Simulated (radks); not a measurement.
Species: Tc22+. Configuration: [Ar] 3d3 (the NIST ground configuration).

Method: Dirac Kohn-Sham, PBEsol, spin-unpolarised, spherical densities, finite nucleus; open shells fill j = l - 1/2 first; Fermi nuclear charge, rms radius 4.4112 fm; computed with a radial shooting solver on a logarithmic mesh with Libxc functionals.

Energy parts (hartree):
part                       energy
total                 -4002.55625
kinetic                4169.54251
electron-nucleus      -9002.06175
Hartree                 927.89788
exchange-correlation    -97.93489

Orbitals (lengths in bohr, moments of r in powers of bohr):
[
 {"orbital": "1s1/2", "occ.": "2", "eigenvalue (hartree)": "-797.5710", "<1/r>": "44.69", "small-component weight": "2.46e-02"},
 {"orbital": "2s1/2", "occ.": "2", "eigenvalue (hartree)": "-140.4397", "<1/r>": "10.25", "small-component weight": "5.12e-03"},
 {"orbital": "2p1/2", "occ.": "2", "eigenvalue (hartree)": "-132.1277", "<1/r>": "10.22", "small-component weight": "5.12e-03"},
 {"orbital": "2p3/2", "occ.": "4", "eigenvalue (hartree)": "-127.7503", "<1/r>": "9.707", "small-component weight": "4.94e-03"},
 {"orbital": "3s1/2", "occ.": "2", "eigenvalue (hartree)": "-45.72420", "<1/r>": "3.829", "small-component weight": "1.64e-03"},
 {"orbital": "3p1/2", "occ.": "2", "eigenvalue (hartree)": "-42.64388", "<1/r>": "3.757", "small-component weight": "1.60e-03"},
 {"orbital": "3p3/2", "occ.": "4", "eigenvalue (hartree)": "-41.74208", "<1/r>": "3.635", "small-component weight": "1.55e-03"},
 {"orbital": "3d3/2", "occ.": "3", "eigenvalue (hartree)": "-36.70865", "<1/r>": "3.502", "small-component weight": "1.45e-03"},
 {"orbital": "3d5/2", "occ.": "0", "eigenvalue (hartree)": "-36.51569", "<1/r>": "3.471", "small-component weight": "1.44e-03"},
 {"orbital": "4s1/2", "occ.": "0", "eigenvalue (hartree)": "-21.86174", "<1/r>": "1.879", "small-component weight": "7.09e-04"},
 {"orbital": "4p1/2", "occ.": "0", "eigenvalue (hartree)": "-20.63836", "<1/r>": "1.835", "small-component weight": "6.86e-04"},
 {"orbital": "4p3/2", "occ.": "0", "eigenvalue (hartree)": "-20.34592", "<1/r>": "1.794", "small-component weight": "6.74e-04"}
]

The highest occupied level is 3d3/2 at -998.89 eV. The density falls to 0.001 e/bohr^3 at r = 1.11 bohr.
